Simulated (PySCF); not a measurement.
# Working with the constants of SnBr

M06 constants of SnBr, ²Π (doublet), unpaired electrons π ↑ (PySCF, scalar-relativistic core potentials, basis sets Sn def2-TZVPPD with ECP28, Br def2-TZVPPD; masses 119.9022 and 78.9183 u):

| Item | Value |
| --- | --- |
| ωe | 243.3 cm⁻¹ |
| ωexe | 0.575 cm⁻¹ |
| Be | 0.055556 cm⁻¹ |
| αe | 0.000180 cm⁻¹ |
| De to Sn + Br | 3.70 eV |

Task: What force constant and bond length do these constants imply?

Result: Reduced mass μred = 47.593 u; k = 5.8918×10⁻⁷·μred·ωe² (u, cm⁻¹, mdyn/Å) = 1.66 mdyn/Å; Re = √(16.8576/(μred·Be)) (u, cm⁻¹, Å) = 2.525 Å.

Task: Estimate the centrifugal constant D from the Kratzer relation and find the Dunham coefficient a1.

Result: D = 4Be³/ωe² = 1.16e-08 cm⁻¹; a1 = −1 − αeωe/(6Be²) = -3.36.

These are scalar-relativistic numbers at best; spin–orbit coupling would shift them, the dissociation energy most. The state is the lowest determinant that a PBE0 search found; another state may lie lower at other levels.
